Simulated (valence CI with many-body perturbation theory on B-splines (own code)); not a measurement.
# Re LXI: calculated level list

Calculated by valence CI with perturbative core correlation (CI+MBPT): five valence electrons over a frozen Dirac-Fock core [Ne], a basis of 11 s, 11 p, 10 d, 8 f, 5 g, 2 h functions for each j, with the one-electron correlation potential Σ1, the two-electron term Σ2, the three-electron term Σ3, Breit, model QED; selected CI, second order for the rest, scaled by the run's own slope (own B-spline code, finite nucleus).

No measured spectrum was set against this ion. As an estimate, large intervals hold to a few tenths of a per cent, small ones and those within an open d or f shell to about a per cent. Among the levels kept, up to 3100 cm⁻¹ of a level comes from second order outside the variational space, and about a tenth of that is noise between levels of different J, which matters for small intervals.

Levels 46 to 90 of 169, with energies above the lowest level, (3s^2 3p1/2^2 3p3/2) J=3/2. "Leading %" is the weight of the configuration and term that name the level; weights of strongly mixed levels are sums over their largest components and can fall short. In the jj column 3d3/2^4 stands for four electrons in 3d with j = 3/2.

| No. | Configuration | Term | J | E (eV) | Leading % | Second component | Leading jj | g |
| --- | --- | --- | --- | --- | --- | --- | --- | --- |
| 46 | 3s2.3p.3d2 | 2D° | 5/2 | 936.7 | 24 | 19 % 3s2.3p.3d2 4D° | 3s^2 3p1/2 3d3/2 3d5/2 (95 %) | 1.054 |
| 47 | 3s.3p4 | 2D | 5/2 | 937.2 | 62 | 25 % 3s.3p4 4P | 3s 3p1/2 3p3/2^3 (87 %) | 1.294 |
| 48 | 3s2.3p.3d2 | 4D° | 3/2 | 943.3 | 42 | 20 % 3s2.3p.3d2 2D° | 3s^2 3p1/2 3d3/2 3d5/2 (95 %) | 1.162 |
| 49 | 3s2.3p.3d2 | 4P° | 1/2 | 945.7 | 47 | 27 % 3s2.3p.3d2 4D° | 3s^2 3p1/2 3d3/2 3d5/2 (96 %) | 1.786 |
| 50 | 3s2.3p.3d2 | 2H° | 9/2 | 947.0 | 51 | 32 % 3s2.3p.3d2 2G° | 3s^2 3p1/2 3d3/2 3d5/2 (98 %) | 1.016 |
| 51 | 3s.3p4 | 2P | 1/2 | 957.6 | 46 | 28 % 3s.3p4 4P | 3s 3p1/2 3p3/2^3 (74 %) | 1.383 |
| 52 | 3s.3p4 | 2P | 3/2 | 960.0 | 39 | 27 % 3s.3p4 2D | 3s 3p1/2 3p3/2^3 (76 %) | 1.128 |
| 53 | 3s2.3p.3d2 | 4D° | 5/2 | 979.2 | 24 | 16 % 3s2.3p.3d2 4F° | 3s^2 3p1/2 3d3/2 3d5/2 (82 %) | 1.149 |
| 54 | 3s2.3p.3d2 | 2F° | 7/2 | 982.6 | 40 | 24 % 3s2.3p.3d2 2G° | 3s^2 3p1/2 3d3/2 3d5/2 (86 %) | 1.129 |
| 55 | 3s2.3p.3d2 | 2P° | 3/2 | 988.8 | 22 | 21 % 3s2.3p.3d2 4D° | 3s^2 3p1/2 3d3/2 3d5/2 (83 %) | 1.323 |
| 56 | 3s2.3p2.3d | 2F | 7/2 | 1004.5 | 45 | 27 % 3s2.3p2.3d 2G | 3s^2 3p3/2^2 3d3/2 (98 %) | 1.097 |
| 57 | 3s2.3p2.3d | 2D | 5/2 | 1005.7 | 26 | 22 % 3s2.3p2.3d 4D | 3s^2 3p3/2^2 3d3/2 (87 %) | 1.160 |
| 58 | 3s2.3p2.3d | 4P | 3/2 | 1010.1 | 22 | 19 % 3s2.3p2.3d 2D | 3s^2 3p3/2^2 3d3/2 (74 %) | 1.173 |
| 59 | 3s2.3p2.3d | 4P | 1/2 | 1011.8 | 39 | 17 % 3s2.3p2.3d 2P | 3s^2 3p3/2^2 3d3/2 (76 %) | 1.672 |
| 60 | 3s.3p2.3d2 | 4F | 3/2 | 1014.2 | 42 | 28 % 3s.3p2.3d2 6G | 3s 3p1/2^2 3d3/2^2 (96 %) | 0.461 |
| 61 | 3s.3p2.3d2 | 4F | 5/2 | 1024.7 | 24 | 12 % 3s.3p2.3d2 6G | 3s 3p1/2^2 3d3/2^2 (96 %) | 1.052 |
| 62 | 3s2.3p2.3d | 2D | 3/2 | 1027.6 | 67 | 10 % 3s2.3p2.3d 4F | 3s^2 3p3/2^2 3d3/2 (89 %) | 0.823 |
| 63 | 3s2.3p.3d2 | 4D° | 7/2 | 1039.4 | 34 | 17 % 3s2.3p.3d2 2F° | 3s^2 3p1/2 3d5/2^2 (93 %) | 1.222 |
| 64 | 3s2.3p.3d2 | 2G° | 9/2 | 1041.0 | 29 | 28 % 3s2.3p.3d2 4G° | 3s^2 3p1/2 3d5/2^2 (96 %) | 1.117 |
| 65 | 3s.3p2.3d2 | 4P | 1/2 | 1045.4 | 45 | 23 % 3s.3p2.3d2 6D | 3s 3p1/2^2 3d3/2^2 (96 %) | 2.306 |
| 66 | 3s2.3p.3d2 | 2P° | 3/2 | 1049.5 | 28 | 22 % 3s2.3p.3d2 2D° | 3s^2 3p1/2 3d5/2^2 (95 %) | 1.323 |
| 67 | 3s2.3p.3d2 | 2F° | 5/2 | 1050.3 | 38 | 21 % 3s2.3p.3d2 4D° | 3s^2 3p1/2 3d5/2^2 (97 %) | 1.093 |
| 68 | 3s2.3p2.3d | 2F | 7/2 | 1063.7 | 51 | 38 % 3s2.3p2.3d 4D | 3s^2 3p3/2^2 3d5/2 (98 %) | 1.234 |
| 69 | 3s2.3p2.3d | 4F | 9/2 | 1065.7 | 62 | 37 % 3s2.3p2.3d 2G | 3s^2 3p3/2^2 3d5/2 (99 %) | 1.238 |
| 70 | 3s2.3p2.3d | 2P | 1/2 | 1075.2 | 57 | 26 % 3s2.3p2.3d 2S | 3s^2 3p3/2^2 3d5/2 (96 %) | 1.180 |
| 71 | 3s2.3p.3d2 | 2P° | 1/2 | 1077.0 | 68 | 19 % 3s2.3p.3d2 4D° | 3s^2 3p1/2 3d5/2^2 (94 %) | 0.645 |
| 72 | 3s2.3p2.3d | 2D | 5/2 | 1096.3 | 74 | 16 % 3s2.3p2.3d 4D | 3s^2 3p3/2^2 3d5/2 (98 %) | 1.198 |
| 73 | 3s2.3p2.3d | 2P | 3/2 | 1108.6 | 44 | 26 % 3s2.3p2.3d 2D | 3s^2 3p3/2^2 3d5/2 (95 %) | 1.190 |
| 74 | 3s.3p2.3d2 | 4F | 7/2 | 1111.2 | 29 | 17 % 3s.3p2.3d2 6G | 3s 3p1/2^2 3d3/2 3d5/2 (96 %) | 1.222 |
| 75 | 3s2.3p2.3d | 2D | 5/2 | 1114.1 | 51 | 19 % 3s2.3p2.3d 4P | 3s^2 3p3/2^2 3d5/2 (94 %) | 1.178 |
| 76 | 3s.3p2.3d2 | 4F | 5/2 | 1115.9 | 21 | 16 % 3s.3p2.3d2 6G | 3s 3p1/2^2 3d3/2 3d5/2 (96 %) | 1.169 |
| 77 | 3s.3p3.3d | 6D° | 3/2 | 1119.9 | 24 | 18 % 3s.3p3.3d 4D° | 3s 3p1/2 3p3/2^2 3d3/2 (79 %) | 1.260 |
| 78 | 3s.3p2.3d2 | 4P | 3/2 | 1122.7 | 28 | 27 % 3s.3p2.3d2 6D | 3s 3p1/2^2 3d3/2 3d5/2 (98 %) | 1.588 |
| 79 | 3s.3p3.3d | 6D° | 1/2 | 1130.0 | 44 | 21 % 3s.3p3.3d 4D° | 3s 3p1/2 3p3/2^2 3d3/2 (96 %) | 2.088 |
| 80 | 3s.3p2.3d2 | 4F | 9/2 | 1130.5 | 27 | 20 % 3s.3p2.3d2 2G | 3s 3p1/2^2 3d3/2 3d5/2 (96 %) | 1.188 |
| 81 | 3s.3p3.3d | 4F° | 5/2 | 1131.4 | 37 | 26 % 3s.3p3.3d 6D° | 3s 3p1/2 3p3/2^2 3d3/2 (94 %) | 1.217 |
| 82 | 3s.3p2.3d2 | 2F | 5/2 | 1132.2 | 24 | 13 % 3s.3p2.3d2 4G | 3s 3p1/2^2 3d3/2 3d5/2 (96 %) | 1.115 |
| 83 | 3s.3p2.3d2 | 2G | 7/2 | 1139.0 | 32 | 25 % 3s.3p2.3d2 4H | 3s 3p1/2^2 3d3/2 3d5/2 (98 %) | 0.926 |
| 84 | 3s.3p2.3d2 | 2D | 3/2 | 1139.1 | 20 | 14 % 3s.3p2.3d2 2P | 3s 3p1/2^2 3d3/2 3d5/2 (94 %) | 1.074 |
| 85 | 3s.3p3.3d | 4G° | 7/2 | 1143.4 | 33 | 23 % 3s.3p3.3d 4F° | 3s 3p1/2 3p3/2^2 3d3/2 (95 %) | 1.183 |
| 86 | 3s.3p2.3d2 | 2P | 1/2 | 1145.7 | 35 | 22 % 3s.3p2.3d2 4D | 3s 3p1/2^2 3d3/2 3d5/2 (95 %) | 1.200 |
| 87 | 3p5 | 2P° | 3/2 | 1145.8 | 51 | 11 % 3s.3p3.3d 6D° | 3p1/2^2 3p3/2^3 (51 %) | 1.286 |
| 88 | 3s.3p3.3d | 2G° | 9/2 | 1158.2 | 44 | 41 % 3s.3p3.3d 4G° | 3s 3p1/2 3p3/2^2 3d3/2 (97 %) | 1.150 |
| 89 | 3s.3p3.3d | 4F° | 3/2 | 1165.9 | 44 | 20 % 3s.3p3.3d 2D° | 3s 3p1/2 3p3/2^2 3d3/2 (89 %) | 0.792 |
| 90 | 3s.3p3.3d | 4D° | 7/2 | 1173.8 | 31 | 24 % 3s.3p3.3d 2F° | 3s 3p1/2 3p3/2^2 3d3/2 (85 %) | 1.226 |

Where two levels of one J and parity lie close, their mixing, g and order are uncertain.
